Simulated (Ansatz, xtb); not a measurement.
Two isomers of CH6BFN+

Structure I: `C[NH2+]BF`, a singlet. Structure II: `CB([NH3+])F`, a singlet. Both are isolated ions in the gas phase, relaxed with B3LYP-D3(BJ)/def2-SVP; each stands in its lowest conformer found.

Quicker runs give these differences E(II) − E(I): GFN2-xTB −0.121 eV; HF/STO-3G −0.529 eV (at GFN2-xTB geometries); r2SCAN-D4/def2-SVP −0.998 eV (at GFN2-xTB geometries).

Task: Estimate E(II) − E(I) at the level CCSD(T)/def2-TZVP.

Result: Calculated at CCSD(T)/def2-TZVP: E(II) − E(I) = −0.829 eV, so structure II lies lower.

The same difference at several levels:

```
                level               geometry  E(II) − E(I) (eV)  departure from the last row (eV)  job, with rough time for the two
             GFN2-xTB               GFN2-xTB              −0.121                            +0.709               optimisation, 0.2 s
            HF/STO-3G               GFN2-xTB              −0.529                            +0.301               single point, 0.2 s
   r2SCAN-D4/def2-SVP               GFN2-xTB              −0.998                            −0.169               single point, 2.5 s
B3LYP-D3(BJ)/def2-SVP  B3LYP-D3(BJ)/def2-SVP              −0.866                            −0.036                optimisation, 96 s
         HF/def2-TZVP  B3LYP-D3(BJ)/def2-SVP              −0.740                            +0.089           part of the CCSD(T) run
        MP2/def2-TZVP  B3LYP-D3(BJ)/def2-SVP              −0.868                            −0.038           part of the CCSD(T) run
    CCSD(T)/def2-TZVP  B3LYP-D3(BJ)/def2-SVP              −0.829                                                  single point, 64 s
```

As drawn, II has 1 C–B, 1 N–H in place of 1 C–N, 1 B–H.

The levels shown agree on the order. The largest departure from CCSD(T)/def2-TZVP is that of GFN2-xTB, 0.709 eV.

With harmonic frequencies from B3LYP-D3(BJ)/def2-SVP (ideal gas, rigid rotor, one conformer each, 298.15 K, 1 atm): on the last row, ΔE + ΔZPE = −0.868 eV. A mode under 50 cm⁻¹ makes harmonic enthalpies and free energies unreliable, so none is given.

The correlated steps freeze 4 core orbitals. Run with Ansatz 0.2.0, xtb 6.7.1; the last row on 2 threads of Arm Neoverse V1 on a shared host.
